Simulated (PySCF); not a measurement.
Planning a shielding job on `[BH3-][P@+]1(C)C=C(C(F)(F)F)CC1`.

Method: GIAO PBE0/pcSseg-1 NMR shielding, non-relativistic, gas phase (PySCF 2.14.0, density-fitted response routines). Geometry: GFN2-xTB. Work: shieldings, ring-centre shieldings, charges and field gradients, density fitting. A driver script takes a list of jobs; this job's settings line and coordinates (Å) are shown.

Command:
```bash
OMP_NUM_THREADS=1 python probes_run.py task.json out
```

Input:
```
{"job": {"kind": "nmr", "xc": "PBE0", "basis": "pcSseg-1"}, "charge": 0, "multiplicity": 1}
B      1.995664     0.634174     1.827166
P      1.045525    -0.236477     0.404581
C      1.987449    -1.390275    -0.670252
C      0.144670     0.780926    -0.793173
C     -1.171456     0.638802    -0.678341
C     -2.183836     1.405851    -1.473420
F     -1.634658     2.242769    -2.361833
F     -2.990068     2.144866    -0.690983
F     -2.995481     0.586411    -2.170607
C     -1.691737    -0.337554     0.336523
C     -0.502778    -1.166247     0.840934
H      2.890242     1.216327     1.304178
H      1.193176     1.338755     2.350023
H      2.353593    -0.275159     2.510791
H      2.436952    -2.154555    -0.038651
H      1.349230    -1.852905    -1.420408
H      2.785229    -0.832177    -1.157074
H      0.627761     1.479655    -1.456992
H     -2.469690    -0.966813    -0.103245
H     -2.152343     0.224228     1.153774
H     -0.546008    -1.311940     1.919843
H     -0.481846    -2.149278     0.366317
```

Hardware: an Arm Neoverse V1 with one thread, shared host. PySCF's memory limit was set to 1040 MB.

How large is the basis?

249 functions for 94 electrons, with 1308 fitting functions; the fitted three-index integrals, 1308 × 249 × 250/2 numbers of 8 bytes, come to 310 MiB.

What wall time should be expected on this hardware?

About 71 s. The SCF took 14 cycles.

How much memory does it need at the peak?

About 1.2 GiB. Peak memory is the resident size of the whole Python process, interpreter and libraries included.

At this speed, how long would 100 such jobs take on 32 cores, one job a core?

100/32 gives 4 rounds of 71 s, about 4.7 min of wall time and 2 core-hours, if the jobs don't slow each other.

The SCF part of the output:
```
coarse grid: 19304 points
cycle   1  E = -899.9174077907  dE =  1.640e+00  |g| = 9.832e-01  |ddm| = 4.267e+00
cycle   2  E = -899.7708296816  dE =  1.466e-01  |g| = 1.413e+00  |ddm| = 1.653e+00
cycle   3  E = -900.1064636392  dE = -3.356e-01  |g| = 1.428e-01  |ddm| = 9.373e-01
cycle   4  E = -900.1106456612  dE = -4.182e-03  |g| = 6.283e-02  |ddm| = 1.912e-01
cycle   5  E = -900.1114750301  dE = -8.294e-04  |g| = 2.538e-02  |ddm| = 7.498e-02
cycle   6  E = -900.1116343995  dE = -1.594e-04  |g| = 2.688e-03  |ddm| = 2.473e-02
cycle   7  E = -900.1116358151  dE = -1.416e-06  |g| = 9.308e-04  |ddm| = 3.737e-03
final grid: 184288 points
cycle   8  E = -900.1973458029  dE = -6.582e-05  |g| = 9.895e-03  |ddm| = 4.128e-02
cycle   9  E = -900.1973385269  dE =  7.276e-06  |g| = 1.196e-02  |ddm| = 1.810e-02
cycle  10  E = -900.1973695350  dE = -3.101e-05  |g| = 1.322e-03  |ddm| = 9.967e-03
cycle  11  E = -900.1973698757  dE = -3.407e-07  |g| = 3.436e-04  |ddm| = 1.377e-03
cycle  12  E = -900.1973698947  dE = -1.900e-08  |g| = 1.807e-04  |ddm| = 4.221e-04
cycle  13  E = -900.1973699027  dE = -7.972e-09  |g| = 3.225e-05  |ddm| = 1.954e-04
cycle  14  E = -900.1973699030  dE = -2.365e-10  |g| = 9.471e-06  |ddm| = 4.091e-05
converged SCF energy = -900.1973699030
```

On the final grid dE counts from the start density on that grid.

The host was shared with other jobs, so the times are rough.
